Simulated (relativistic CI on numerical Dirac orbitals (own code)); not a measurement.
**Radial parameters of Pr XXXIX**

Computed by Dirac-Coulomb-Breit CI, orbitals from a KLI potential per configuration, model QED (radiative potential, 1s self-energy scaled to tabulated hydrogen-like ionisation energies), unscaled Slater integrals (own radial code, finite nucleus).

Slater integrals F^k, G^k are unscaled and averaged over j, outside the closed core [Ne]; ζ comes from projecting the Hamiltonian with its Breit term on Σ l·s of the shell.

- 3s²3p⁶3d³: F^2(3d,3d) = 458840, F^4(3d,3d) = 296360, ζ(3d) = 80111 cm⁻¹; <r>(3d) = 0.2227, <r^2>(3d) = 0.05749 (bohr units).
- 3s²3p⁵3d⁴: ζ(3p) = 598170, F^2(3d,3d) = 457980, F^4(3d,3d) = 295790, F^2(3p,3d) = 396940, G^1(3p,3d) = 423520, G^3(3p,3d) = 282790, ζ(3d) = 79256 cm⁻¹; <r>(3p) = 0.25, <r^2>(3p) = 0.07225, <r>(3d) = 0.2231, <r^2>(3d) = 0.05769 (bohr units).
- 3s3p⁶3d⁴: F^2(3d,3d) = 457640, F^4(3d,3d) = 295570, G^2(3s,3d) = 320060, ζ(3d) = 79698 cm⁻¹; <r>(3s) = 0.2557, <r^2>(3s) = 0.07457, <r>(3d) = 0.2232, <r^2>(3d) = 0.05777 (bohr units).

Q: Give the Racah parameters of the d shell in 3s²3p⁶3d³.

A: B = F²/49 − 5F⁴/441 = 6004 cm⁻¹ and C = 35F⁴/441 = 23521 cm⁻¹.

Averages of the first 10 configurations, taken without configuration mixing, which lowers the lowest level and can move excited configurations by several eV; other configurations of the list can lie among them:

```
Configuration  Parity  States  Average energy above the lowest level (eV)
    3s²3p⁶3d³    even     120                                        50.1
    3s²3p⁵3d⁴     odd    1260                                       324.9
     3s3p⁶3d⁴    even     420                                       558.3
  3s²3p⁶3d²4s    even      90                                      1139.7
  3s²3p⁶3d²4p     odd     270                                      1226.6
  3s²3p⁶3d²4d    even     450                                      1334.7
  3s²3p⁵3d³4s     odd    1440                                      1406.6
  3s²3p⁶3d²4f     odd     630                                      1424.8
  3s²3p⁵3d³4p    even    4320                                      1493.7
   3s3p⁶3d³4s    even     480                                      1641.4
```
